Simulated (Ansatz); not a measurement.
Basis-set extrapolation for CH₄ClO₂Si, SMILES `CO[Si](O)Cl` radical (PBE0-D4/def2-TZVP geometry, frozen core, Ansatz). Multiplicity 2, UHF reference.

```csv
,def2-TZVPP,def2-QZVPP
HF,-938.572379,-938.604193
MP2 correlation,-0.930307,-1.008901
CCSD(T) correlation,-1.003559,not run
```

Energies in hartree. Use E(X) = E(∞) + A·exp(−7.88·√X) for Hartree–Fock and E(X) = E(∞) + B·X^(−2.97) for correlation, with X = 3 and 4, and add CCSD(T) minus MP2 of the smaller set to the MP2 limit.

Q: What is the CCSD(T) energy at the basis-set limit?

A: HF limit: -938.604193 + (-0.031814) × 0.13774 = -938.60858. MP2 limit: -1.008901 + (-0.078594) × 0.74074 = -1.06712. Higher-order term: -1.003559 − (-0.930307) = -0.07325. Total: -939.74895 hartree, 4.71 eV below CCSD(T)/def2-TZVPP.
